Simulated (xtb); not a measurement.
2-fluorobut-1-ene (C4H7F), SMILES C=C(F)CC. All values are semi-empirical tight-binding results from xtb (GFN2-xTB unless named), good for trends rather than for accurate numbers. The structure is a stationary point at GFN2-xTB. The values are those of a single conformer.

```json
{
 "orbital_gap": "5.31 eV",
 "dipole_moment": "2.04 D",
 "zero_point_energy": "62.1 kcal/mol",
 "G − E(el) at 298.15 K (modified RRHO)": "43.7 kcal/mol",
 "static polarisability (D4 model)": "51.3 bohr³",
 "solvation energy, GFN2-xTB/ALPB(water)": "-1.9 kcal/mol",
 "solvation energy, GFN2-xTB/ALPB(acetone)": "-4.6 kcal/mol"
}
```

Computed IR lines (harmonic; lines under 4 % of the strongest left out, lines within 3 cm⁻¹ merged):
ν (cm⁻¹): 438 (w), 586 (w), 724 (w), 842 (m), 874 (m), 927 (m), 1024 (m), 1077 (w), 1086 (w), 1215 (s), 1247 (m), 1312 (w), 1500 (w), 1734 (vs), 2972 (m), 3009 (m), 3039 (m), 3042 (m), 3046 (m), 3172 (m) (against the strongest line: vs over 80 %, s over 45 %, m over 15 %, w over 4 %, vw less)
